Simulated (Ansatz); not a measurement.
A structure relaxed at PBE0-D4/def2-TZVP, charge 0, multiplicity 1:

```xyz
11

C     0.578   -0.185   -1.739
O     0.296   -1.179   -0.790
Ge    0.378   -0.703    0.940
Al   -1.374    0.995    1.469
H     0.446   -0.615   -2.735
H     1.611    0.182   -1.661
H    -0.097    0.680   -1.655
H     1.822   -0.196    1.203
H     0.212   -2.045    1.679
H    -2.250    1.638    0.312
H    -1.620    1.428    2.977
```

(1) Give its formula and SMILES.

(2) Summarise the bond lengths by kind.

## Answers

(1) CH7AlGeO, `C[O][GeH2][AlH2]`.

(2) 1 × C–O 1.402 Å; 3 × C–H 1.093 to 1.101 Å; 1 × Ge–O 1.796 Å; 1 × Al–Ge 2.496 Å; 2 × Ge–H 1.541 to 1.553 Å; 2 × Al–H 1.587 to 1.588 Å.

Computed with Ansatz.
